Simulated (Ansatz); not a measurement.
Species: C$_{4}$H$_{3}$O$_{2}$, net charge -1, singlet state. It need not be the lowest isomer of its formula. Whether it binds its extra electron was not tested at this geometry. 
Geometry from a B3LYP-D3(BJ)/def2-TZVP (Ansatz, an electronic-structure program) optimisation:
```xyz
9

O      1.8699     0.5310    -0.4866
C      0.5536     0.2393    -0.1950
C     -0.5914     0.8865    -0.4998
C     -1.6265     0.0607     0.0993
C     -1.1163    -1.0459     0.7423
O      0.3398    -0.8735     0.5129
H      2.3715    -0.1876    -0.0833
H     -0.6790     1.8044    -1.0614
H     -2.6867     0.2791     0.0532
```
Charge -1, spin multiplicity 1.

Basis-set convergence of Hartree-Fock and CCSD(T) correlation energies (hartree) with Ansatz. Correlated levels leave the core frozen unless marked. No spin-orbit coupling. Non-relativistic.

```csv
basis,functions,E(HF),"E(corr, CCSD(T))"
aug-cc-pVDZ,165,-302.88936,-1.00741
aug-cc-pVTZ,345,-302.95828,-1.19831
aug-cc-pVQZ,618,-302.97644,-1.25748
```

Extrapolating the two largest sets (X = 3 and 4) as X^-3: E(corr) = (64·(-1.25748) - 27·(-1.19831))/37 = -1.3007 Eh, an estimate of the basis-set limit. The largest set recovers 96.7 % of it, the smallest 77.5 %.
